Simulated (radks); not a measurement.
All-electron atom: Os V in [Xe] 4f14 5d4 (the NIST ground configuration). Calculated with a radial shooting solver on a logarithmic mesh with Libxc functionals: scalar-relativistic Kohn-Sham, B86b exchange with PBE correlation, spin-polarised, spherical densities, point nucleus; open shells are filled with parallel spins first (spin-orbit coupling, left out, can overturn this in heavy ions).

X-ray form factor f0, the Fourier transform of the density (f0(0) = 72):

sin(theta)/lambda (1/angstrom),f0 (electrons)
0.05,71.407
0.1,69.716
0.15,67.157
0.2,64.028
0.25,60.620
0.3,57.166
0.4,50.666
0.5,45.045
0.6,40.275
0.8,32.604
1,26.711
1.25,21.409
1.5,17.987
2,14.173
